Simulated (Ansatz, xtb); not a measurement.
Relaxing a trial structure of CH3AlFO2

The starting geometry of this gas-phase doublet was built from a drawn formula by distance geometry and a force field; its bonds are those of `O[CH](O)[Al][F]`.

```yaml
atoms:
  - { symbol: C, position_ang: [-2.6535, 0.3588, 1.2889] }
  - { symbol: Al, position_ang: [-2.7576, 1.5010, -0.3616] }
  - { symbol: F, position_ang: [-2.9819, 3.2813, -0.2198] }
  - { symbol: O, position_ang: [-3.8340, 0.5180, 2.0051] }
  - { symbol: O, position_ang: [-2.4602, -0.9501, 0.8945] }
  - { symbol: H, position_ang: [-3.7013, 0.0838, 2.9195] }
  - { symbol: H, position_ang: [-1.8285, 0.7408, 1.8863] }
  - { symbol: H, position_ang: [-2.2022, -1.4460, 1.6750] }
```

Problem. Predict what becomes of its bonds when it is optimised with r2SCAN-D4/def2-SVP.

Solution. A new bond forms, giving a structure given below by its coordinates. Distances that change by over a tenth: C1–O4 (1.39 → 1.62 Å). Contacts that close: Al2–O4 (2.78 → 1.95 Å).

The energy falls by 0.59 eV over 20 steps:

```json
{"step": "1", "E − E(last) (eV)": "0.592"}
{"step": "3", "E − E(last) (eV)": "0.257"}
{"step": "5", "E − E(last) (eV)": "0.218"}
{"step": "7", "E − E(last) (eV)": "0.197"}
{"step": "9", "E − E(last) (eV)": "0.097"}
{"step": "12", "E − E(last) (eV)": "0.011"}
{"step": "14", "E − E(last) (eV)": "0.002"}
{"step": "16", "E − E(last) (eV)": "0.001"}
{"step": "18", "E − E(last) (eV)": "0.000"}
{"step": "20", "E − E(last) (eV)": "0.000"}
```

Final geometry (Å):

| atom | x (Å) | y (Å) | z (Å) |
| --- | --- | --- | --- |
| C | -2.3299 | 0.1879 | 1.1153 |
| Al | -3.3306 | 1.4322 | -0.0560 |
| F | -3.0907 | 3.0391 | 0.3923 |
| O | -3.8301 | 0.5495 | 1.6153 |
| O | -2.2376 | -1.1418 | 0.9039 |
| H | -3.8082 | 1.0685 | 2.4361 |
| H | -1.6952 | 0.5638 | 1.9397 |
| H | -2.0969 | -1.6116 | 1.7414 |

From the same start GFN2-xTB reaches the same bonding as this run.

No frequencies were run, so the end isn't proven a minimum. Open shells are spin-unrestricted. Run with Ansatz 0.2.0, 58 s on 2 threads of Intel(R) Xeon(R) 6975P-C (Granite Rapids), with other jobs on the host.
